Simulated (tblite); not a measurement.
Compound: C₅H₆F₂N₂O.
Atom-mapped SMILES: `[CH3:1][n:2]1[n:3][cH:4][cH:5][c:6]1[O:7][CH:8]([F:9])[F:10]` (hydrogens: H11, H12, H13 on C1; H14 on C4; H15 on C5; H16 on C8)

Computed with GFN2-xTB (tblite), gas phase: Langevin dynamics at 600 K from the optimised GFN2-xTB geometry, time step 0.5 fs, friction 0.01 fs⁻¹, 2000 steps.

Start geometry:
```
atom  x, y, z in Å
C1     -1.547   -1.698   -0.109
N2     -1.150   -0.320   -0.128
N3     -2.025    0.660   -0.341
C4     -1.344    1.785   -0.299
C5      0.018    1.549   -0.049
C6      0.091    0.178    0.051
O7      1.127   -0.700    0.286
C8      2.368   -0.166    0.259
F9      3.245   -1.172    0.176
F10     2.654    0.494    1.408
H11    -0.825   -2.268    0.472
H12    -1.592   -2.098   -1.124
H13    -2.535   -1.768    0.341
H14    -1.837    2.725   -0.442
H15     0.801    2.269    0.064
H16     2.545    0.536   -0.578
```

The statistics below take the 31 frames saved every 25 fs from 250 to 1000 fs; their kinetic temperature (all 3N coordinates) averages 583 K.

Task: Give the mean, spread and extremes of the bond lengths.

Result: 
| bond | start (Å) | mean (Å) | standard deviation (Å) | shortest (Å) | longest (Å) |
| --- | --- | --- | --- | --- | --- |
| C1–N2 | 1.435 | 1.447 | 0.042 | 1.376 | 1.525 |
| N2–N3 | 1.331 | 1.351 | 0.027 | 1.301 | 1.404 |
| N3–C4 | 1.316 | 1.322 | 0.025 | 1.270 | 1.371 |
| C4–C5 | 1.404 | 1.379 | 0.032 | 1.332 | 1.462 |
| C5–C6 | 1.377 | 1.396 | 0.035 | 1.316 | 1.452 |
| C6–O7 | 1.378 | 1.399 | 0.045 | 1.294 | 1.486 |
| O7–C8 | 1.352 | 1.345 | 0.037 | 1.236 | 1.421 |
| C8–F9 | 1.338 | 1.364 | 0.042 | 1.267 | 1.449 |
| C8–F10 | 1.355 | 1.359 | 0.035 | 1.283 | 1.444 |
| N2–C6 | 1.349 | 1.346 | 0.038 | 1.264 | 1.413 |
| C1–H11 | 1.088 | 1.097 | 0.045 | 1.008 | 1.210 |
| C1–H12 | 1.092 | 1.109 | 0.060 | 1.014 | 1.241 |
| C1–H13 | 1.088 | 1.101 | 0.037 | 1.035 | 1.180 |
| C4–H14 | 1.071 | 1.082 | 0.043 | 1.015 | 1.201 |
| C5–H15 | 1.070 | 1.073 | 0.030 | 0.986 | 1.128 |
| C8–H16 | 1.106 | 1.115 | 0.041 | 1.017 | 1.200 |

Task: Give the same statistics for bond angles, one of each kind among heavy atoms.

Result: 
```json
{"angle": "C1–N2–N3", "start (°)": "121.8", "mean (°)": "120.7", "standard deviation (°)": "5.2", "smallest (°)": "106.0", "largest (°)": "131.6"}
{"angle": "C1–N2–C6", "start (°)": "127.4", "mean (°)": "127.5", "standard deviation (°)": "4.8", "smallest (°)": "120.0", "largest (°)": "141.3"}
{"angle": "N3–N2–C6", "start (°)": "110.8", "mean (°)": "110.8", "standard deviation (°)": "2.8", "smallest (°)": "103.8", "largest (°)": "115.7"}
{"angle": "N2–N3–C4", "start (°)": "106.5", "mean (°)": "105.1", "standard deviation (°)": "2.4", "smallest (°)": "99.3", "largest (°)": "110.2"}
{"angle": "N3–C4–C5", "start (°)": "111.3", "mean (°)": "112.6", "standard deviation (°)": "2.7", "smallest (°)": "107.6", "largest (°)": "117.5"}
{"angle": "C4–C5–C6", "start (°)": "103.4", "mean (°)": "103.4", "standard deviation (°)": "2.7", "smallest (°)": "98.3", "largest (°)": "109.8"}
{"angle": "C5–C6–O7", "start (°)": "133.4", "mean (°)": "133.2", "standard deviation (°)": "4.1", "smallest (°)": "124.3", "largest (°)": "140.9"}
{"angle": "N2–C6–C5", "start (°)": "108.0", "mean (°)": "107.4", "standard deviation (°)": "2.6", "smallest (°)": "101.4", "largest (°)": "111.5"}
{"angle": "N2–C6–O7", "start (°)": "118.6", "mean (°)": "118.7", "standard deviation (°)": "3.8", "smallest (°)": "110.3", "largest (°)": "126.9"}
{"angle": "C6–O7–C8", "start (°)": "115.8", "mean (°)": "118.1", "standard deviation (°)": "4.9", "smallest (°)": "108.9", "largest (°)": "125.5"}
{"angle": "O7–C8–F9", "start (°)": "107.8", "mean (°)": "112.1", "standard deviation (°)": "4.3", "smallest (°)": "98.0", "largest (°)": "121.6"}
{"angle": "O7–C8–F10", "start (°)": "111.7", "mean (°)": "113.3", "standard deviation (°)": "4.7", "smallest (°)": "105.5", "largest (°)": "122.1"}
{"angle": "F9–C8–F10", "start (°)": "106.3", "mean (°)": "105.8", "standard deviation (°)": "6.2", "smallest (°)": "94.6", "largest (°)": "119.2"}
```

Task: How far does each atom move about its mean position (frames aligned on the start, all atoms weighted alike), and what rms force does it feel?

Result: 
```tsv
atom	rms displacement (Å)	rms force (eV/Å)
C1	0.17	2.93
N2	0.16	2.84
N3	0.15	2.20
C4	0.13	2.92
C5	0.19	2.68
C6	0.18	3.09
O7	0.27	2.21
C8	0.18	2.57
F9	0.59	1.52
F10	0.51	1.32
H11	1.04	1.50
H12	0.91	1.77
H13	0.93	1.27
H14	0.23	1.52
H15	0.29	1.24
H16	0.37	1.31
```

The displacements run from 0.13 to 1.04 Å, the largest at H11.

Task: Follow the torsions C5–C6–O7–C8 and C6–O7–C8–F9 through every second one of these frames.

Result: 
```csv
t (fs),C5–C6–O7–C8 (°),C6–O7–C8–F9 (°)
250,8,125
300,16,106
350,52,77
400,22,80
450,25,67
500,34,61
550,29,60
600,33,56
650,40,68
700,38,70
750,52,50
800,53,57
850,42,65
900,84,44
950,84,43
1000,94,49
```

Largest departure from the start value over all these frames: C5–C6–O7–C8 110° (start -10°), C6–O7–C8–F9 152° (start -165°).

The run is classical and short, so these are rough statistics of one trajectory.

The cost below is that of the whole dynamics run. Time: 10 s; peak memory 0.18 GiB. Hardware: one thread of an Arm Neoverse V2, shared host.
